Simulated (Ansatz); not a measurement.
`[SiH3][CH2][GeH2][PH2]` + `C[SiH](N)O` → `C[SiH](O)P` + `[NH2][GeH2][CH2][SiH3]`  (redistribution)

Program: Ansatz. Geometries: PBE0-D4/def2-TZVP. ΔE: electronic, gas phase. CCSD(T)/CBS adds triple-zeta CCSD(T) − MP2 to the extrapolated MP2 energy (def2 sets, frozen cores). DFT in def2-TZVPP. B3LYP here is the variant with VWN-RPA as its local correlation; programs differ in this. For Ge outer-core shells are correlated without core-valence functions, which leaves a few kJ/mol of doubt a bond. Scalar relativity is left out up to krypton. Each species was taken in one conformer, which may not be the lowest.

```json
{"level": "ωB97X-V", "ΔE (kcal/mol)": "15.7", "difference from CCSD(T)/CBS": "-0.9"}
{"level": "ωB97M-V", "ΔE (kcal/mol)": "16.7", "difference from CCSD(T)/CBS": "0.1"}
{"level": "PBE0", "ΔE (kcal/mol)": "16.3", "difference from CCSD(T)/CBS": "-0.3"}
{"level": "B3LYP", "ΔE (kcal/mol)": "17.3", "difference from CCSD(T)/CBS": "0.7"}
{"level": "MP2/def2-TZVPP", "ΔE (kcal/mol)": "16.6", "difference from CCSD(T)/CBS": "0.0"}
{"level": "CCSD(T)/def2-TZVPP", "ΔE (kcal/mol)": "16.3", "difference from CCSD(T)/CBS": "-0.3"}
{"level": "HF/def2-QZVPP", "ΔE (kcal/mol)": "17.8", "difference from CCSD(T)/CBS": "1.2"}
{"level": "MP2/def2-QZVPP", "ΔE (kcal/mol)": "16.9", "difference from CCSD(T)/CBS": "0.3"}
{"level": "MP2/CBS(def2)", "ΔE (kcal/mol)": "16.9", "difference from CCSD(T)/CBS": "0.3"}
{"level": "CCSD/CBS(def2)", "ΔE (kcal/mol)": "17.0", "difference from CCSD(T)/CBS": "0.4"}
{"level": "CCSD(T)/CBS", "ΔE (kcal/mol)": "16.6", "difference from CCSD(T)/CBS": "0"}
```

Largest T1 diagnostic among the species: 0.012.

In def2-TZVPP, CCSD(T) changes the Hartree–Fock value by −1.4 kcal/mol (the triples alone add −0.3 kcal/mol) and MP2 by −1.1 kcal/mol.
